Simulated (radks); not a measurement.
Species: the lanthanum ion La16+. Configuration: [Kr] 4d5. Calculated with a radial shooting solver on a logarithmic mesh with Libxc functionals: non-relativistic Kohn-Sham, PBE, spin-polarised, spherical densities, point nucleus; open shells are filled with parallel spins first (spin-orbit coupling, left out, can overturn this in heavy ions); relativity is left out, which matters for an element this heavy.

Normalised radial functions P(r) = r R(r), r in bohr:

```
   r/bohr * 4p down, o 4d down (the largest magnitude, 1.4, reaches the edge; | marks zero, & curves that meet)
 0.001452                             &
  0.00186                             &
 0.002384                             &
 0.003079                             &
 0.003946                             &
 0.005056                             &
 0.006479                             o*
 0.008303                             o*
  0.01064                             o *
  0.01363                             o *
  0.01747                             o   *
  0.02239                             o    *
  0.02892                             |o     *
  0.03706                             | o      *
   0.0475                             |  o       *
  0.06086                             |    o     *
  0.07799                             |      o *
  0.09995                             |   *      o
   0.1281                         *   |             o
   0.1641                 *           |              o
   0.2103             *               |            o
   0.2717                 *           |     o
   0.3482                       o     |*
   0.4461           o                 |                *
   0.5717    o                        |                          *
   0.7326    o                        |                         *
   0.9388           o                 |               *
    1.203                    o        |      *
    1.542                          o  | *
    1.976                            o*
```

4p down: eigenvalue -503.44 eV, 2 radial nodes at r = 0.114, 0.342 bohr, <r> = 0.666 bohr, 90 % of the charge inside 0.957 bohr. 4d down (empty): eigenvalue -411.92 eV, 1 radial node at r = 0.311 bohr, <r> = 0.690 bohr, 90 % of the charge inside 1.01 bohr.
